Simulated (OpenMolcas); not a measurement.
**Pm3+ in a ligand field**

Pm3+ with 6 ligands (fluoride) in octahedral coordination (Oh) at 2.28 Å. A charge of +0.5 e stands 2.4 Å behind each ligand. Ligand basis ANO-RCC-VDZP.

```yaml
Program: OpenMolcas 26.06
Method: CASSCF
Basis: ANO-RCC-VDZP [7s6p4d2f1g]
Scalar_Hamiltonian: DKH2, point nucleus
Active_space: 4 electrons in 7 orbitals (4f)
State_averaging: 2S+1 = 5 even, 35 roots (32 in the spin-orbit step); 2S+1 = 3 even, 117 roots kept (CI in the orbitals of an earlier block, 106 in the spin-orbit step); 2S+1 = 1 even, 75 roots kept (CI in the orbitals of an earlier block, 31 in the spin-orbit step)
Spin-orbit_coupling: RASSI with atomic mean-field integrals over the reference wave functions
```

The lowest spin-free states (labels of O, the rotations of Oh), above the lowest:

```json
{"State": "5T2", "Degeneracy": "3", "E (cm-1)": "0.0", "Free-ion L (%)": "I (100)"}
{"State": "5A1", "Degeneracy": "1", "E (cm-1)": "1.7", "Free-ion L (%)": "I (100)"}
{"State": "5T1", "Degeneracy": "3", "E (cm-1)": "63.0", "Free-ion L (%)": "I (100)"}
{"State": "5E", "Degeneracy": "2", "E (cm-1)": "426.7", "Free-ion L (%)": "I (100)"}
{"State": "5T2", "Degeneracy": "3", "E (cm-1)": "535.3", "Free-ion L (%)": "I (100)"}
{"State": "5A2", "Degeneracy": "1", "E (cm-1)": "676.7", "Free-ion L (%)": "I (100)"}
{"State": "5A2", "Degeneracy": "1", "E (cm-1)": "14923", "Free-ion L (%)": "F (100)"}
{"State": "5T2", "Degeneracy": "3", "E (cm-1)": "15142", "Free-ion L (%)": "F (100)"}
{"State": "5A1", "Degeneracy": "1", "E (cm-1)": "15238", "Free-ion L (%)": "S (99)"}
{"State": "5T1", "Degeneracy": "3", "E (cm-1)": "15579", "Free-ion L (%)": "F (100)"}
{"State": "3T1", "Degeneracy": "3", "E (cm-1)": "18080", "Free-ion L (%)": "K (100)"}
{"State": "3T2", "Degeneracy": "3", "E (cm-1)": "18109", "Free-ion L (%)": "K (100)"}
{"State": "3A2", "Degeneracy": "1", "E (cm-1)": "18168", "Free-ion L (%)": "K (100)"}
{"State": "3T2", "Degeneracy": "3", "E (cm-1)": "18226", "Free-ion L (%)": "K (100)"}
{"State": "3T1", "Degeneracy": "3", "E (cm-1)": "18238", "Free-ion L (%)": "K (99)"}
{"State": "3E", "Degeneracy": "2", "E (cm-1)": "18238", "Free-ion L (%)": "K (100)"}
{"State": "3T1", "Degeneracy": "3", "E (cm-1)": "22803", "Free-ion L (%)": "H (99)"}
{"State": "3E", "Degeneracy": "2", "E (cm-1)": "22858", "Free-ion L (%)": "H (99)"}
{"State": "5A1", "Degeneracy": "1", "E (cm-1)": "23283", "Free-ion L (%)": "G (99)"}
{"State": "3T2", "Degeneracy": "3", "E (cm-1)": "23373", "Free-ion L (%)": "H (98)"}
```

The lowest levels with spin-orbit coupling:

| E (cm-1) | Degeneracy | Label | 2S+1 | J | |mJ| (%) |
| --- | --- | --- | --- | --- | --- |
| 0.0 | 3 | T2 | 5 | 4.00 | 3 (58) |
| 292.4 | 3 | T1 | 5 | 4.03 | 1 (57) |
| 293.7 | 1 | A1 | 5 | 4.01 | 0 (58) |
| 302.1 | 2 | E | 5 | 4.03 | 2 (50) |
| 1714 | 3 | T1 | 5 | 4.98 | 3 (58) |
| 1752 | 2 | E | 5 | 4.97 | 2 (50) |
| 1769 | 3 | T2 | 5 | 5.02 | 2 (33) |
| 1859 | 3 | T1 | 5 | 5.02 | 5 (34) |
| 3422 | 1 | A1 | 5 | 5.99 | 4 (87) |
| 3452 | 3 | T1 | 5 | 5.98 | 4 (33) |
| 3480 | 3 | T2 | 5 | 5.99 | 3 (33) |
| 3507 | 1 | A2 | 5 | 6.01 | 2 (69) |
| 3570 | 3 | T2 | 5 | 6.01 | 1 (51) |
| 3574 | 2 | E | 5 | 6.02 | 0 (43) |
| 5248 | 3 | T1 | 5 | 6.99 | 5 (55) |
| 5300 | 2 | E | 5 | 6.98 | 4 (49) |
| 5316 | 3 | T2 | 5 | 6.99 | 3 (43) |
| 5338 | 1 | A2 | 5 | 6.99 | 2 (54) |
| 5455 | 3 | T1 | 5 | 7.02 | 7 (34) |
| 5470 | 3 | T2 | 5 | 7.01 | 2 (33) |

Powder χT (cm3 K/mol): 0.556 at 2 K, 0.568 at 10 K, 0.625 at 50 K, 0.7 at 100 K, 0.83 at 200 K, 0.914 at 300 K. The effective moment at 300 K is 2.828 √(χT) = 2.70 μB.

Hund's rules give f4 the level 5I4 with g = 0.600, so an isolated free-ion multiplet has χT = g² J(J+1) / 8 = 0.900 cm3 K/mol. The computed 0.914 at 300 K differs by +2 %, through the field's splitting, the mixing of terms and any other multiplet in reach.

Stevens parameters of the J = 4 multiplet, which is 302 cm-1 wide (cm-1, z along the main axis): B40 = 1.110e-01, B44 = 5.588e-01, B60 = 9.273e-04, B64 = -1.968e-02.

Metal share of the active 4f orbitals (Löwdin): 99, 99, 99, 100, 100, 100, 100 %; Mulliken charge of the metal 2.43.

High states are left out of the spin-orbit mixing, which shifts the levels that they would mix with. Without dynamic correlation the ligand-field splitting of an f shell can come out too small, at times by half. The first state left out of the spin-orbit step lies near 39000 cm-1 above the lowest spin-free state of the reference (among the parities and spins computed), and the lists stop at four fifths of that energy or lower. No measured value stands beside these numbers; the geometry is a model, was not optimised and need not be the one that this ion takes.

The RASSCF and RASSI steps took 110 s on 1 thread of Arm Neoverse V1 (shared host); the integral step is not counted.
